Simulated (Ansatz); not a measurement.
Isolated molecules relaxed with PBE0-D4/def2-TZVP in Ansatz; ΔE leaves out vibrations. CCSD(T)/CBS adds triple-zeta CCSD(T) − MP2 to the extrapolated MP2 energy (def2 sets, frozen cores). DFT in def2-TZVPP. Each species was taken in one conformer, which may not be the lowest.

Reaction (cleavage of the B–Al bond): `[CH3][Al]([SiH3])[BH]O` + `C=C(N)S` → `C=C(N)SBO` + `[CH3][AlH][SiH3]`

| level | ΔE (kJ/mol) |
| --- | --- |
| ωB97X-V | -133.8 |
| PBE0 | -131.3 |
| MP2/def2-TZVPP | -145.2 |
| SCS-MP2/def2-TZVPP | -139.3 |

(1) What does CCSD(T)/CBS give? (An estimate is asked.)

Largest T1 diagnostic among the species: 0.014.

Answers

(1) Computed: -134.3 kJ/mol. The listed levels differ from it by 0.5, 3.0, -10.9, -5.0 kJ/mol.

The D4 term adds −5.4 kJ/mol with B3LYP and −2.6 kJ/mol with PBE0; it sums over pairs of atoms, weighted by their polarisabilities, and B3LYP, whose exchange is more repulsive, gets the larger term. From PBE to PBE0 (25 % exact exchange), in def2-TZVPP and without D4, ΔE moves by −3.0 kJ/mol.

B3LYP here is the variant with VWN-RPA as its local correlation; programs differ in this.
